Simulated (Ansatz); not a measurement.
Reaction (cleavage of the Al–Al bond): `[NH2][AlH][AlH][GeH3]` + H–F → `[F][AlH][GeH3]` + `[NH2][AlH2]`

Gas-phase electronic energies from Ansatz, PBE0-D4/def2-TZVP geometries. CBS: MP2 limit from def2 TZ/QZ plus the TZ coupled-cluster correction, frozen cores. This one scheme is used for every species. Functionals use def2-TZVPP. B3LYP here is the variant with VWN-RPA as its local correlation; programs differ in this. HSE06 is defined as in plane-wave codes. For Ge outer-core shells are correlated without core-valence functions, which leaves a few kJ/mol of doubt a bond. Scalar relativity is left out up to krypton. Each species was taken in one conformer, which may not be the lowest.

```csv
level,ΔE (kcal/mol),difference from CCSD(T)/CBS
LDA (SPW92),-39.6,3.2
B3LYP-D4,-44.9,-2.1
r2SCANh-D4,-44.0,-1.2
HSE06-D4,-39.2,3.6
CAM-B3LYP-D4,-47.1,-4.3
ωB97X-V,-44.6,-1.8
ωB97M-V,-46.5,-3.7
B2PLYP,-46.4,-3.6
PBE-QIDH,-42.3,0.5
PBE,-39.8,3.0
revPBE,-39.8,3.0
PBE0,-40.3,2.5
RPA@PBE/def2-TZVPP,-42.3,0.5
HF/def2-QZVPP,-49.3,-6.5
MP2/def2-QZVPP,-45.5,-2.7
MP2/CBS(def2),-45.4,-2.6
CCSD(T)/CBS,-42.8,0
```

Largest T1 diagnostic among the species: 0.013.

From BLYP to BHLYP (50 % exact exchange), in def2-TZVPP and without D4, ΔE moves by −1.2 kcal/mol. Leaving LDA and LC-ωPBE aside and taking each functional with its dispersion term where it has one, the values, not all of them listed here, spread over 9.3 kcal/mol, from B97M-V to revPBE-D4. At CCSD(T), def2-SVP lies −3.2 kcal/mol from the extrapolated value and def2-TZVPP +0.2 kcal/mol.

CCSD(T)/CBS has its own doubt, a few kJ/mol and more with outer-core shells, so smaller differences from it don't rank the levels.
